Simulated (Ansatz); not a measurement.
`B[CH2][AlH][OH]` + `O[SiH3]` → `[OH][AlH][CH2]O[SiH3]` + BH₃  (substitution at a C–B bond)

Computed with Ansatz on PBE0-D4/def2-TZVP structures; ΔE is electronic, products minus reactants. CBS: MP2 limit from def2 TZ/QZ plus the TZ coupled-cluster correction, frozen cores. This one scheme is used for every species. Functionals use def2-TZVPP. Each species was taken in one conformer, which may not be the lowest.

`B[CH2][AlH][OH]`:

Z-matrix (Å, degrees):
```
C
Al 1 1.973
B 1 1.509 2 102.1
H 1 1.095 2 101.1 3 -121.2
H 1 1.094 2 102.4 3 122.1
O 2 1.693 1 116.1 3 -87.8
H 2 1.582 1 123.1 3 96.2
H 3 1.199 1 120.9 2 89.7
H 3 1.202 1 120.5 2 -84.8
H 6 0.956 2 123.8 1 -176.6
```

`O[SiH3]`:

Cartesian coordinates in Å:
```
O 0.284 1.158 -0.469
Si -0.243 -0.282 0.133
H 1.224 1.266 -0.613
H 0.101 -1.414 -0.770
H -1.714 -0.160 0.249
H 0.348 -0.568 1.470
```

`[OH][AlH][CH2]O[SiH3]`:

Z-matrix (Å, degrees):
```
C
Al 1 1.995
O 1 1.451 2 108.7
H 1 1.096 2 113.5 3 122.1
H 1 1.094 2 112.0 3 -117.3
O 2 1.703 1 116.5 3 -129.3
H 2 1.588 1 121.6 3 62.8
Si 3 1.628 1 114.1 2 44.1
H 6 0.955 2 123.0 1 -173.4
H 8 1.526 3 105.1 1 -38.2
H 8 1.485 3 114.7 1 76.8
H 8 1.479 3 110.7 1 -156.2
```

BH₃:

```xyz
4

B     0.000    0.000    0.000
H    -1.180   -0.009   -0.181
H     0.444   -0.324    1.059
H     0.736    0.333   -0.879
```

```
         level  ΔE (kJ/mol)
        PBE-D4        163.4
CCSD/CBS(def2)        163.1
```

Q: What does CCSD(T)/CBS give? (Estimate.)

A: Computed: +163.2 kJ/mol. The listed levels differ from it by 0.2, -0.1 kJ/mol.

Largest T1 diagnostic among the species: 0.013.

The D4 term adds −7.3 kJ/mol with B3LYP and −4.1 kJ/mol with PBE0; it sums over pairs of atoms, weighted by their polarisabilities, and B3LYP, whose exchange is more repulsive, gets the larger term. In def2-TZVPP, CCSD(T) changes the Hartree–Fock value by +6.0 kJ/mol (the triples alone add +0.1 kJ/mol) and MP2 by +14.0 kJ/mol.

B3LYP here is the variant with VWN-RPA as its local correlation; programs differ in this.
